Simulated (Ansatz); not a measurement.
Ansatz results at the PBE0-D4/def2-TZVP geometry: HOMO energy (ωB97M-V/def2-TZVPP) -9.21 eV; LUMO energy (ωB97M-V/def2-TZVPP) 1.03 eV; HOMO–LUMO gap (ωB97M-V/def2-TZVPP) 10.24 eV.

Each molecule was computed in one conformer, which needn't be the lowest.

Question: Which molecule gave them?
A. `[SiH3][GeH]1[CH2][NH]1`
B. `CS[SiH2][SiH2]S`
C. `[AlH2]/[N]=C\[SiH3]`
D. `N=COCF`

Answer: B. The others give `N=COCF`: -10.82, 2.42, 13.24; `[SiH3][GeH]1[CH2][NH]1`: -8.46, 1.28, 9.74; `[AlH2]/[N]=C\[SiH3]`: -8.66, 0.81, 9.46.
